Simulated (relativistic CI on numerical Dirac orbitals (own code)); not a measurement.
**Sb²³⁺: q coefficients and field-shift factors**

These numbers are calculated, not measured: Dirac-Coulomb-Breit CI, KLI orbitals optimised for each configuration, derivatives by finite differences, unscaled Slater integrals, QED left out (own radial code, finite nucleus).

Configuration list (outside the closed core [Ne] 3s2): 3p⁶3d¹⁰, 3p⁶3d⁹4s, 3p⁶3d⁹4p, 3p⁶3d⁹4d, 3p⁶3d⁹4f, 3p⁵3d¹⁰4s, 3p⁶3d⁸4s², 3p⁶3d⁸4s4p. Levels of other configurations are missing.

With x = (α/α₀)² − 1 an excitation energy changes as ω = ω₀ + qx; K = 2q/ω₀ is the relative enhancement. Terms are leading LS components, so labels can repeat. The field-shift factor is F = δν/δ⟨r²⟩ for the transition from the lowest level.

Lowest level 3p⁶3d¹⁰ ¹S0.

```
        Level  ω₀ (cm⁻¹)  q (cm⁻¹)         K  F (GHz/fm²)
 3p⁶3d⁹4s ³D3    3864045   -235600    -0.122          171
 3p⁶3d⁹4s ¹D2    3871952   -234400    -0.121          171
 3p⁶3d⁹4s ³D1    3943841   -156100   -0.0791          172
 3p⁶3d⁹4s ³D2    3949876   -156500   -0.0792          172
3p⁶3d⁹4p ³P°2    4241869   -205100   -0.0967         20.6
3p⁶3d⁹4p ³F°3    4250753   -208300    -0.098         20.3
3p⁶3d⁹4p ³F°2    4324681   -128000   -0.0592         20.9
3p⁶3d⁹4p ³P°1    4333878   -118400   -0.0546         20.5
3p⁶3d⁹4p ³F°4    4352489    -88700   -0.0408         17.1
3p⁶3d⁹4p ¹D°2    4363839    -92800   -0.0425         17.5
3p⁶3d⁹4p ¹P°1    4368417    -93630   -0.0429         18.1
3p⁶3d⁹4p ³D°3    4374802    -88440   -0.0404         17.1
3p⁶3d⁹4p ³P°0    4415038     -8412  -0.00381         18.1
```

At this charge energies of transitions that change n are usually good to better than 1 %, and those within a shell (Δn = 0) to a few per cent.
